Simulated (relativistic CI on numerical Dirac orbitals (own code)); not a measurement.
# What each ingredient does to the levels of Sc

Base calculation: Dirac-Coulomb-Breit CI, KLI orbitals optimised for each configuration, a model potential for QED, valence Slater integrals scaled by 0.85, P86 correlation energy added to each configuration.

Configurations in the expansion (outside the closed core [Ar]): 3d 4s2, 3d2 4s, 3d 4s 4p, 4s2 4p, 3d2 4p, 3d3, 3d 4s 4d, 3d 4s 4f, 4s2 5p, 3d 4s 5s, 4s2 6s, 4s2 5d, 3d2 4d, 4s2 6p, 3d 4s 5p, 3d 4p2, 4p3, 4p2 5p. Double excitations out of closed p, d and f shells are left out; levels of such configurations are missing from the list, as are those of other unlisted configurations, and high levels can miss mixing partners. These lack a partner that the ground configuration has and come out too high: 4s2 6s, 4s2 5d, 4s2 6p.

Variants: (1) no correlation estimate; (2) Slater integrals left unscaled; (3) QED terms removed; (4) non-relativistic limit. Shifts of the energy above 3d 4s2 2D_3/2, in cm⁻¹, for the lowest level and the first level of each name with at least 55 % of one term (blank where a level changes its place among those of its configuration and J or its character, or is not in the variant):

| Level | Base | Δ(1) | Δ(2) | Δ(3) | Δ(4) | Measured |
| --- | --- | --- | --- | --- | --- | --- |
| 3d 4s2 2D_3/2 | 0.0 | 0.0 | 0.0 | 0.0 | 0.0 | 0.0 |
| 3d 4s2 2D_5/2 | 146.6 | +0.3 | 0.0 | -1.0 | -146.6 | 168.3 |
| 3d2 4s 4F_3/2 | 12644.5 | +1439.7 | +140.0 | +16.3 | -968.6 | 11520.0 |
| 3d2 4s 4F_5/2 | 12666.3 | +1437.8 | +140.5 | +16.0 | -990.5 | 11557.7 |
| 3d2 4s 4F_7/2 | 12696.7 | +1435.2 | +141.4 | +15.7 | -1020.9 | 11610.3 |
| 3d2 4s 4F_9/2 | 12735.4 | +1431.7 | +142.5 | +15.2 | -1059.6 | 11677.4 |
| 3d 4s 4p 4F°_3/2 | 13481.3 | -830.3 | +119.2 | +9.8 | -122.3 | 15672.6 |
| 3d 4s 4p 4F°_5/2 | 13552.0 | -830.5 | +122.6 | +9.5 | -193.1 | 15756.6 |
| 3d 4s 4p 4F°_7/2 | 13651.5 | -830.9 | +127.5 | +9.0 | -292.6 | 15881.8 |
| 3d 4s 4p 4F°_9/2 | 13776.8 | -831.2 | +133.4 | +8.5 | -417.8 | 16026.6 |
| 3d 4s 4p 4D°_1/2 | 13962.6 | -805.0 | +135.9 | +9.9 | -268.2 | 16009.8 |
| 3d 4s 4p 4D°_3/2 | 13994.4 | -804.8 | +136.0 | +9.8 | -299.9 | 16021.8 |
| 3d 4s 4p 4D°_5/2 | 14049.1 | -804.6 | +135.6 | +9.5 | -354.6 | 16141.1 |
| 3d 4s 4p 4D°_7/2 | 14135.8 | -804.3 | +138.8 | +9.0 | -441.4 | 16210.9 |

For a near-neutral ion this model can misplace configurations by up to about 10,000 cm⁻¹ (more where the count of f electrons changes) and terms by 10 to 25 % of their spread. Rates follow the energies as ν³ (E1, M1) or ν⁵ (E2), so they and the lifetimes can be off by large factors. The fine structure of a lone outer electron comes out too small, for d and f at times inverted, and misplaced configurations move strength between like terms. 30 of the 36 excited levels that our extract of the measured tables holds in this range could be paired (the sources list more); they are missed by 1412 cm⁻¹ on average and 2501 at most, and levels without a partner can miss by more.

Measured levels: NIST Handbook of Basic Atomic Spectroscopic Data (Sansonetti and Martin, J. Phys. Chem. Ref. Data 34, 1559 (2005)).

Ionisation energy from the two ground configurations alone: base 6.065 eV; no correlation estimate 5.322 eV; Slater integrals left unscaled 6.041 eV. The NIST ASD value (measured) is 6.56149 eV. The gap of more than 2 % comes from missing correlation.

LS names give the leading component of a level, which can be under half, so a name can repeat, a term be missing and a line seem to break the LS rules.
